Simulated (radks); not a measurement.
Cs3+, 52 electrons, occupied as [Kr] 4d9 5s2 5p4 6p1 (not the ground configuration).

Calculated with a radial shooting solver on a logarithmic mesh with Libxc functionals: scalar-relativistic Kohn-Sham, PBE, spin-polarised, spherical densities, finite nucleus; open shells are filled with parallel spins first (spin-orbit coupling, left out, can overturn this in heavy ions); Fermi nuclear charge, rms radius 4.8041 fm.

Energy parts (eV):
total: -211730.91
kinetic: 223079.10
electron-nucleus: -510107.02
Hartree: 80474.56
exchange-correlation: -5177.54

Orbitals (lengths in bohr, moments of r in powers of bohr; r(max) is where P^2 peaks):
orbital  occ.  eigenvalue (eV)   <1/r>      <r>   r(max)      <r^4>
1s up       1        -35844.92   59.39  0.02611  0.01678  2.246e-06
1s down     1        -35844.78   59.39  0.02611  0.01678  2.246e-06
2s up       1        -5663.839   13.64   0.1121  0.09489  0.0003777
2s down     1        -5663.362   13.64   0.1121  0.09488  0.0003777
2p up       3        -5085.943   13.00  0.09821  0.07619  0.0002743
2p down     3        -5085.509   13.00  0.09820  0.07619  0.0002743
3s up       1        -1214.930   4.919   0.2989   0.2725    0.01582
3s down     1        -1214.622   4.919   0.2989   0.2725    0.01581
3p up       3        -1028.965   4.670   0.2969   0.2665    0.01656
3p down     3        -1028.612   4.670   0.2969   0.2665    0.01655
3d up       5        -756.1461   4.425   0.2734   0.2203    0.01413
3d down     5        -755.6698   4.425   0.2734   0.2204    0.01411
4s up       1        -265.7419   2.030   0.6907   0.6409     0.4216
4s down     1        -264.2875   2.030   0.6907   0.6410     0.4213
4p up       3        -205.8311   1.871   0.7331   0.6703     0.5589
4p down     3        -204.3798   1.871   0.7329   0.6704     0.5576
4d up       5        -118.3388   1.614   0.8194   0.7143     0.9894
4d down     4        -116.8504   1.616   0.8183   0.7144     0.9804
5s up       1         -62.5596  0.8208    1.608    1.480      11.93
5s down     1         -60.2996  0.8222    1.609    1.476      12.07
5p up       3         -46.9443  0.7195    1.814    1.649      19.88
5p down     1         -44.7028  0.7165    1.825    1.649      20.55
6p up       1         -18.0006  0.3231    3.977    3.806      421.6

The highest occupied level is 6p up at -18.001 eV. The density falls to 0.001 e/bohr^3 at r = 4.67 bohr. Spin moment in Bohr magnetons: 4. The electron density at the nucleus is 3.066e+05 e/bohr^3 (large components only). The spin density at the nucleus is -2.228 e/bohr^3 (1s -0.740, 2s -0.979, 3s 0.299, 4s 0.258, 5s -1.066). Summed over all electrons, <r^2> = 51.68 bohr^2, which gives a Langevin (diamagnetic) susceptibility term of -40.9 x 10^-6 cm^3/mol.
